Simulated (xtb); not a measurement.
xtb input:

```bash
xtb mol.xyz --gfn 2 --ohess tight --chrg 1 --uhf 0
```
mol.xyz:
```
3

In     0.11026508     0.02899207    -0.00747618
I     -0.30468276     2.26959242    -1.81209417
I      0.18770391    -2.27980077     1.84782631
```

Question: Predict the final energy.

Answer: -8.47655 Eh (GFN2-xTB).
